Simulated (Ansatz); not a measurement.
`O[Si@H](F)C[Si@@H](O)F`, charge 0, multiplicity 1.

Give a relaxed structure at PBE0-D4/def2-TZVP (Ansatz). (An estimate is asked.)

The calculation gave: 
Z-matrix (Å, degrees):
```
Si
F 1 1.613
C 1 1.853 2 105.6
O 1 1.630 2 109.3 3 123.3
H 1 1.473 2 107.4 3 -122.2
Si 3 1.860 1 114.9 2 -44.6
H 3 1.096 1 108.6 2 -167.6
H 3 1.097 1 109.0 2 76.0
H 4 0.958 1 119.8 2 -70.8
O 6 1.627 3 111.5 1 59.0
F 6 1.600 3 106.4 1 -62.1
H 6 1.475 3 114.0 1 179.8
H 10 0.961 6 116.9 3 -42.0
```
This is one stationary point; other conformers may exist.
